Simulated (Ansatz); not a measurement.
The same path of C$_{3}$H$_{7}$NOSi (13 atoms, charge 0, multiplicity 1) was run twice with different band settings. The coordinate that changes most is the height of N5 over the plane of its neighbours.

Method: Ansatz 0.2.0, RKS BLYP-D4/6-31G*.

Relaxed end points:

```xyz
13
Properties=species:S:1:pos:R:3
C -0.591 -1.967 -0.534
O -1.448 -0.831 -0.288
C -0.765 0.304 0.053
C 0.505 0.742 0.267
N 1.825 0.280 0.340
Si -0.764 2.051 0.549
H -1.255 -2.815 -0.755
H 0.024 -2.201 0.353
H 0.068 -1.785 -1.405
H 2.520 1.013 0.188
H 2.027 -0.528 -0.255
H -1.153 2.522 1.921
H -0.973 3.182 -0.418
```

```xyz
13
Properties=species:S:1:pos:R:3
C -0.591 -1.966 -0.540
O -1.450 -0.847 -0.230
C -0.765 0.299 0.075
C 0.508 0.772 0.160
N 1.833 0.397 -0.089
Si -0.764 2.056 0.533
H -1.253 -2.803 -0.800
H 0.024 -2.247 0.336
H 0.068 -1.736 -1.397
H 2.515 0.941 0.444
H 2.021 -0.604 0.014
H -1.018 2.543 1.932
H -1.110 3.161 -0.424
```

Common settings: movable images 7; climbing image yes; optimiser quadratic models (default); start path through a guess of the saddle point; force threshold 0.03 eV/Å; iteration limit 60; end points relaxed.

| run | spring |
| --- | --- |
| 1 | 5.0 eV/Å² |
| 2 | 2.0 to 10.0 eV/Å², energy-weighted |

Task: What does each run give, and how far can it be trusted?

Result: Run 1: converged after 6 iterations, highest image 0.060 eV above the first end. A vibrational analysis at the climbing image gives one clearly imaginary mode, 480i cm⁻¹: a first-order saddle point.
Run 2: converged after 6 iterations, highest image 0.060 eV above the first end. Another band between the same ends (7 images) ends at a top of the same energy, where a vibrational analysis finds 1 clearly imaginary mode.
